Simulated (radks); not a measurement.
Values are calculated unless marked as measured or tabulated.
The nuclear charge of the ruthenium ion Ru2+ is varied continuously with 42 electrons held in [Kr] 4d6. Level of theory: Dirac Kohn-Sham, LDA (Slater exchange, Perdew-Wang correlation), spin-unpolarised, spherical densities, point nucleus; open shells are shared between the two j in proportion to 2j + 1 (a radial shooting solver on a logarithmic mesh with Libxc functionals). By the Hellmann-Feynman theorem dE/dZ = E(electron-nucleus)/Z, the electronic potential at the nucleus.

\begin{tabular}{lrrrrr}
Z & E (hartree) & E(electron-nucleus)/Z (hartree) & HOMO & e(HOMO) (eV) & <r> HOMO (bohr) \\ \hline
43 & -4281.69580 & -240.572 & 4d5/2 & -11.632 & 1.768 \\
43.5 & -4402.94201 & -244.412 & 4d5/2 & -17.559 & 1.638 \\
44 & -4526.10725 & -248.249 & 4d5/2 & -24.224 & 1.535 \\
44.5 & -4651.19122 & -252.087 & 4d5/2 & -31.563 & 1.449 \\
45 & -4778.19477 & -255.928 & 4d5/2 & -39.526 & 1.375 \\
\end{tabular}

The central difference of E at Z = 44 is -248.249 hartree, to compare with the third column; the second derivative is -7.67 hartree.
